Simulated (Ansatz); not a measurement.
A CCSD(T) single point on `[CH3][Hf]([CH3])([CH3])[CH3]`.

```yaml
crystal:
  periodic: [false, false, false]
  atoms:
    - {symbol: C, position_ang: [-1.140225, 0.636449, 1.791661]}
    - {symbol: Hf, position_ang: [-0.000151, -0.000173, -0.000059]}
    - {symbol: C, position_ang: [1.959663, 1.035776, -0.035598]}
    - {symbol: C, position_ang: [0.324185, -2.192232, 0.070785]}
    - {symbol: C, position_ang: [-1.143789, 0.519864, -1.826876]}
    - {symbol: H, position_ang: [-0.601103, 1.402348, 2.363500]}
    - {symbol: H, position_ang: [-1.328436, -0.203857, 2.471871]}
    - {symbol: H, position_ang: [-2.115917, 1.060065, 1.521587]}
    - {symbol: H, position_ang: [2.112218, 1.644790, 0.864623]}
    - {symbol: H, position_ang: [2.047708, 1.706558, -0.899890]}
    - {symbol: H, position_ang: [2.793303, 0.324063, -0.091038]}
    - {symbol: H, position_ang: [-0.062992, -2.688508, -0.828271]}
    - {symbol: H, position_ang: [-0.176835, -2.647989, 0.934340]}
    - {symbol: H, position_ang: [1.390403, -2.441400, 0.145357]}
    - {symbol: H, position_ang: [-1.437335, -0.375712, -2.389257]}
    - {symbol: H, position_ang: [-2.063619, 1.068297, -1.586785]}
    - {symbol: H, position_ang: [-0.557097, 1.151661, -2.505950]}
basis:
  gaussian: {orbitals: def2-SVP}
correlation: {method: ccsd_t}
```

```sh
$ ansatz run in.yaml --threads 2 --pin off --events-out ev --progress --plain --max-ram 22528MiB --backend cuda --devices 0, --max-vram 18GiB
```

The program prints (abridged):

```
Functional definition: HF
1540 factors; integrals over basis functions are off by at most 1.3e-3 eV
mean field evaluation 1: about -5593.9431 eV, gradient 4.7e1 eV
mean field evaluation 2: about -5593.9473 eV, gradient 4.7e1 eV
mean field evaluation 4: about -5599.7910 eV, gradient 3.3e0 eV
mean field evaluation 8: about -5599.8519 eV, gradient 4.2e-4 eV
mean field -5599.85189667 eV, -205.7907614865 hartree, gradient 2.4e-6 eV, S^2 0.000000; 0 other end points of the search recorded, 0 dependent functions left out
4 core orbitals not correlated: weight in the atoms' cores, before any rotation towards them, 1.000 or more for the frozen orbitals, at most 0.000 for the correlated occupied ones
reference -5599.85189667 eV, -205.7907614865 hartree; 20, 20 occupied and 124, 124 virtual orbitals, 1540 factors
second order -22.28212617 eV of doubles, -0.00000000 eV of singles
cycle   1  -23.42372084 eV  change    -1.1e0 eV  update   1.1e-1
cycle   2  -23.99715243 eV  change   -5.7e-1 eV  update   3.3e-2
cycle   3  -24.14870430 eV  change   -1.5e-1 eV  update   2.0e-2
cycle   4  -24.14869397 eV  change    1.0e-5 eV  update   5.6e-3
cycle   5  -24.14663631 eV  change    2.1e-3 eV  update   2.2e-3
cycle   6  -24.14638125 eV  change    2.6e-4 eV  update   6.5e-4
cycle   7  -24.14629551 eV  change    8.6e-5 eV  update   2.1e-4
cycle   8  -24.14636998 eV  change   -7.4e-5 eV  update   6.3e-5
cycle   9  -24.14637661 eV  change   -6.6e-6 eV  update   1.9e-5
perturbative correction -0.74885765 eV, -0.0275200111 hartree
Total energy: -5624.74713093 eV, -206.7056444712 hartree
```

Hardware: 2 threads of an AMD EPYC 7R13 on a shared host and a share of an NVIDIA H100 80 GB. Wall time 2.6 s, peak host memory 0.8 GiB.

MP2 recovers 89.5 % of the CCSD(T) correlation energy and the triples give 3.0 %; T1 = 0.0127.
